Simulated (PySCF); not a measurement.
## How methods differ on the excitation energy of Zn

Zn [Ar] 3d10 4s2 (1S) → Zn [Ar] 3d10 4s1 5s1 (3S), as a difference of total energies. All numbers are calculated (PySCF 2.14, scalar relativity through the core potential, in aug-cc-pVDZ-PP with ECP10MDF (5s5p4d2f, 54 functions)). Correlated levels: valence: 3s2 3p6 frozen. The calculations carry no spin-orbit coupling.

```
           method  excitation energy (eV)
              UHF                   5.351
              LDA                   7.191
              PBE                   6.816
             PBE0                   6.547
           r2SCAN                   6.832
        BHandHLYP                   6.635
          LC-wPBE                   6.486
           PBEsol                   6.843
          wB97M-V                   6.870
    MP2 (valence)                   6.535
SCS-MP2 (valence)                   6.589
```

Errors of the correlated levels include the incompleteness of this basis and the frozen core.

Problem. Which method comes closest to the reference value, and which is furthest?

Solution. The reference is 6.655 eV (measured; NIST levels). Closest: BHandHLYP (error -0.020 eV); furthest: UHF (error -1.304 eV).
